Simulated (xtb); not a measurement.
AlN, charge +1, doublet, at a GFN2-xTB geometry of the parent state (such geometries of metal compounds can be far from the true shape) (a state made from the parent by changing its charge; the spin is typed, not shown lowest).

The xtb input:
```
$ xtb mol.xyz --gfn 1 --chrg 1 --uhf 1 --json

# file mol.xyz
2

Al    -0.00000000    -0.00000000    -0.59733836
N      0.00000000     0.00000000     1.10934267
```

Q: What does this run give for the partial charges in atom order, total energy?

A: 
```yaml
partial_charges_in_atom_order: Al1 0.91, N2 0.09
total_energy: -3.801295 Ha
```
